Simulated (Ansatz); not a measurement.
Stepwise reaction of `O[Si@@H](Cl)[Si@@H](O)Cl` with hydrogen, as a gas-phase model of exchange steps in deposition or etching. ΔE in kJ/mol.

Computed with Ansatz on PBE0-D4/def2-TZVP structures; ΔE is electronic, products minus reactants. CCSD(T)/CBS adds triple-zeta CCSD(T) − MP2 to the extrapolated MP2 energy (def2 sets, frozen cores). This one scheme is used for every species. DFT in def2-TZVPP. B3LYP here is the variant with VWN-RPA as its local correlation; programs differ in this. One conformer a species, not always the lowest.

```
step                                                     reaction  PBE-D4  B3LYP-D4  ωB97M-V  CCSD(T)/CBS
   1  `O[Si@@H](Cl)[Si@@H](O)Cl` + H₂ → `O[SiH2][SiH](O)Cl` + HCl    94.2      93.2     93.6         92.5
```

Q: Give the row of step 2, `O[SiH2][SiH](O)Cl` + H₂ → `O[SiH2][SiH2]O` + HCl. (An estimate is asked.)

A: Computed: 
```
step                                           reaction  PBE-D4  B3LYP-D4  ωB97M-V  CCSD(T)/CBS
   2  `O[SiH2][SiH](O)Cl` + H₂ → `O[SiH2][SiH2]O` + HCl    93.6      92.9     93.3         92.0
```

Q: By hand: ΔE of the 2 steps together at CCSD(T)/CBS.

A: (92.5) + (92.0) = 184.5 kJ/mol, or 92.2 kJ/mol a step.

In ΔE the steps differ by no more than 0.5 kJ/mol. All are uphill at CCSD(T)/CBS. PBE-D4 differs from CCSD(T)/CBS by 1.6 to 1.7 kJ/mol a step. Isolated molecules leave out the surface, adducts and barriers. Largest T1 diagnostic: 0.012.
